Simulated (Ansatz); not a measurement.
Consider the substitution at a C–O bond: `CC(O)[O][AlH2]` + CH₃NH₂ → `CNC(C)O` + `[OH][AlH2]`.

Program: Ansatz. Geometries: PBE0-D4/def2-TZVP. ΔE: electronic, gas phase. CCSD(T)/CBS is the MP2 limit (def2-TZVPP, def2-QZVPP) plus CCSD(T) − MP2 in def2-TZVPP, frozen cores. This one scheme is used for every species. Functionals use def2-TZVPP. B3LYP here is the variant with VWN-RPA as its local correlation; programs differ in this. One conformer a species, not always the lowest.

```tsv
level	ΔE (kJ/mol)	difference from CCSD(T)/CBS
PBE-D4	-9.3	4.1
r2SCAN-D4	-8.1	5.3
PBE0-D4	-9.7	3.7
B3LYP-D4	-6.6	6.8
ωB97X-V	-8.2	5.2
ωB97M-V	-9.4	4.0
B2PLYP	-8.5	4.9
PBE	-8.0	5.4
r2SCAN	-7.6	5.8
PBE0	-8.7	4.7
B3LYP	-4.9	8.5
HF/def2-TZVPP	-0.8	12.6
MP2/def2-TZVPP	-16.7	-3.3
SCS-MP2/def2-TZVPP	-12.8	0.6
CCSD/def2-TZVPP	-11.4	2.0
CCSD(T)/def2-TZVPP	-12.3	1.1
HF/def2-QZVPP	-0.7	12.7
MP2/def2-QZVPP	-17.3	-3.9
SCS-MP2/def2-QZVPP	-13.5	-0.1
HF/CBS(def2)	-0.6	12.8
MP2/CBS(def2)	-17.8	-4.4
CCSD/CBS(def2)	-12.5	0.9
CCSD(T)/CBS	-13.4	0
```

Largest T1 diagnostic among the species: 0.012.

In def2-TZVPP, CCSD(T) changes the Hartree–Fock value by −11.6 kJ/mol (the triples alone add −1.0 kJ/mol) and MP2 by −15.9 kJ/mol.
